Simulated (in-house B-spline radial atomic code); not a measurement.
Values are calculated unless marked as measured or tabulated.
**Stopping and range of 200 keV Al in InAs**

The pair potential comes from two frozen, spherical free-atom densities (PBE, B-spline radial code, scalar-relativistic past argon): electrostatics plus the change in Thomas-Fermi kinetic and Dirac exchange energy where they overlap, the recipe behind the universal ZBL potential, which averages such potentials (from solid-state densities) over many pairs. It is written V = (Z1 Z2 e²/r) φ(r/a), with e² = 14.3996 eV·Å and a = 0.46850 Å/(Z1^0.23 + Z2^0.23); ZBL's fit is φ = 0.18175 e^(−3.1998x) + 0.50986 e^(−0.94229x) + 0.28022 e^(−0.4029x) + 0.02817 e^(−0.20162x). Where φ falls below 4e-4 it is continued as an exponential.

The target is taken as amorphous, with density 5.68 g/cm³ (NSM archive of the Ioffe Institute); channelling is ignored. Masses: Al 26.98, In 114.82, As 74.92 u. Nuclear stopping is S_n = 4π a Z1 Z2 e² M1/(M1 + M2) × s_n(ε), with s_n integrated over impact parameters for each pair. Electronic stopping is Lindhard and Scharff's S_e = Z1^(1/6) 8π e² a0 Z1 Z2/(Z1^(2/3) + Z2^(2/3))^(3/2) × v/v0, with a0 = 0.529177 Å and v = v0 at 24.801 keV/u; it misses the oscillations with Z1 seen in experiment, which reach tens of per cent. Compounds add by atom fraction.

```tsv
target atom	a (Å)	ε at this energy	s_n, this pair	s_n, ZBL potential
In	0.11020	1.946	0.2645	0.2616
As	0.11600	2.761	0.2404	0.231
```

Question: What are the atom density and the stopping powers at entry?

Answer: N = 5.68 × 0.602214/94.87 = 0.03606 atoms/Å³. For In: S_n = 2417 × 0.2645 = 639.3 eV·Å², S_e = 2.7789 × √200000 = 1243 eV·Å². For As: S_n = 2384 × 0.2404 = 573.2 eV·Å², S_e = 2.4483 × √200000 = 1095 eV·Å². Averaged over the target's atoms (half each) and times N × 10 Å/nm, the ion loses N S_n = 219 eV/nm to recoils and N S_e = 421 eV/nm to electrons; the nuclear share is 34 %.

Along the track:

```tsv
E (keV)	N S_n (eV/nm)	N S_e (eV/nm)
10	292	94.2
30	314	163
60	296	231
100	269	298
150	241	365
200	219	421
```

Question: Estimate the path length and the projected range.

Answer: With continuous slowing down the path is the integral of dE/(N (S_n + S_e)). Trapezoids over the table give 346 nm, and the stretch below the first row, with stopping taken as √E, adds 2E/(N S) = 52 nm: 397 nm in all, against 382 nm on a fine grid from 5 eV. Deflections shorten the depth: to first order in the energy passed on, N (S_n + S_e) dR_p/dE = 1 − N S_n (M2/M1) R_p/(2E), summed over the target's atoms, and integrating this on the fine grid gives R_p = 193 nm, 0.51 of the path. Lindhard's rule of thumb R/(1 + M2/3M1), with mean M2/M1 = 3.52, gives 176 nm; it is meant for M2/M1 below about 2. On the ZBL potential the same equation gives 197 nm, and the full integral equation, which keeps hard collisions, 207 nm.
